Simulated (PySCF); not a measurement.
# Worked example: refractive index and permittivity of the vapour

BFBr2, SMILES B(Br)(Br)F.

Geometry optimised at B3LYP-D3(BJ)/def2-SVP.

PBE/def2-TZVPD in PySCF gives a mean static polarisability of 59.9 bohr³ and a dipole moment of 0.29 D. Take an ideal gas at 298.15 K and 1 bar, whether or not the substance is that volatile.

### Question
Work out n − 1 in the optical limit and the static ε − 1.

### Answer

Polarisability volume α' = 59.9 × 0.148185 = 8.88 Å³. Number density N = p/kT = 2.43e-5 Å⁻³.
Dilute limit of Lorentz–Lorenz: n − 1 = 2π N α' = 0.0014.
Orientation term of Debye: μ²/(3kT) = 8.098 Å³ × μ²(D²) = 0.68 Å³.
ε − 1 = 4π N (α' + μ²/3kT) = 0.0029. Orientation of the dipole supplies 7 % of the static response; it can't follow optical fields. Vibrational polarisation and dispersion are left out.
